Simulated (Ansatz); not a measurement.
Mulliken charges of Cl3H3SSi2, SMILES `Cl[SiH2]S[SiH](Cl)Cl` from r2SCAN/def2-TZVPP in Ansatz (PBE0-D4/def2-TZVP geometry).

| atom | x (Å) | y (Å) | z (Å) | charge (e) |
| --- | --- | --- | --- | --- |
| Cl1 | 0.042 | 2.272 | 1.482 | -0.225 |
| Si2 | 1.153 | 1.212 | 0.132 | 0.485 |
| S3 | 1.062 | -0.895 | 0.467 | -0.300 |
| Si4 | -0.900 | -1.405 | -0.146 | 0.599 |
| Cl5 | -2.319 | -0.714 | 1.139 | -0.203 |
| Cl6 | -1.333 | -0.691 | -2.008 | -0.212 |
| H7 | 0.672 | 1.554 | -1.221 | -0.040 |
| H8 | 2.579 | 1.544 | 0.327 | -0.055 |
| H9 | -0.955 | -2.877 | -0.172 | -0.049 |

Q: By hand: the dipole of these point charges (1 e Å = 4.8032 D).

A: Σ q r = (0.323, -0.211, -0.263) e Å, of length 0.467 e Å = 2.24 D.

Q: How does the dipole of the full density compare? (Best estimate.)

A: Computed: (0.188, -0.074, -0.124) e Å, 1.14 D; the point charges give 1.96 times that, at 10° from its direction.

Point charges leave out the atoms' own dipoles, such as those of lone pairs, and Mulliken's split depends on the basis, so the two needn't agree.
